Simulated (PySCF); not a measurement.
# Mg (magnesium, neutral) across methods

[Ne] 3s1 3p1, high-spin 3P determinant (an excited configuration). Computed with PySCF 2.14 in aug-cc-pVQZ (7s6p4d3f2g, 84 functions), with the non-relativistic Hamiltonian (point nucleus).

```json
{"method": "UHF", "E (hartree)": "-199.54843", "mean ε 2p β (eV)": "-63.453", "mean ε 3s α (eV)": "-9.281", "mean ε 3p α (eV)": "-5.006", "Σ⟨r²⟩ (bohr²)": "35.17", "⟨S²⟩": "2.000"}
{"method": "CAM-B3LYP", "E (hartree)": "-199.9735", "mean ε 2p β (eV)": "-53.889", "mean ε 3s α (eV)": "-8.111", "mean ε 3p α (eV)": "-4.005", "Σ⟨r²⟩ (bohr²)": "34.58", "⟨S²⟩": "2.000"}
{"method": "PBE", "E (hartree)": "-199.8542", "mean ε 2p β (eV)": "-48.522", "mean ε 3s α (eV)": "-6.001", "mean ε 3p α (eV)": "-2.489", "Σ⟨r²⟩ (bohr²)": "35.15", "⟨S²⟩": "2.000"}
{"method": "HSE06", "E (hartree)": "-199.8890", "mean ε 2p β (eV)": "-52.057", "mean ε 3s α (eV)": "-6.511", "mean ε 3p α (eV)": "-2.798", "Σ⟨r²⟩ (bohr²)": "34.85", "⟨S²⟩": "2.000"}
{"method": "PBE0", "E (hartree)": "-199.8753", "mean ε 2p β (eV)": "-52.499", "mean ε 3s α (eV)": "-6.908", "mean ε 3p α (eV)": "-3.170", "Σ⟨r²⟩ (bohr²)": "34.81", "⟨S²⟩": "2.000"}
{"method": "r2SCAN", "E (hartree)": "-199.9536", "mean ε 2p β (eV)": "-49.843", "mean ε 3s α (eV)": "-6.174", "mean ε 3p α (eV)": "-2.569", "Σ⟨r²⟩ (bohr²)": "34.75", "⟨S²⟩": "2.000"}
{"method": "r2SCAN0", "E (hartree)": "-199.9490", "mean ε 2p β (eV)": "-53.450", "mean ε 3s α (eV)": "-7.026", "mean ε 3p α (eV)": "-3.184", "Σ⟨r²⟩ (bohr²)": "34.66", "⟨S²⟩": "2.000"}
{"method": "LDA", "E (hartree)": "-199.0296", "mean ε 2p β (eV)": "-48.679", "mean ε 3s α (eV)": "-6.109", "mean ε 3p α (eV)": "-2.443", "Σ⟨r²⟩ (bohr²)": "35.35", "⟨S²⟩": "2.000"}
```
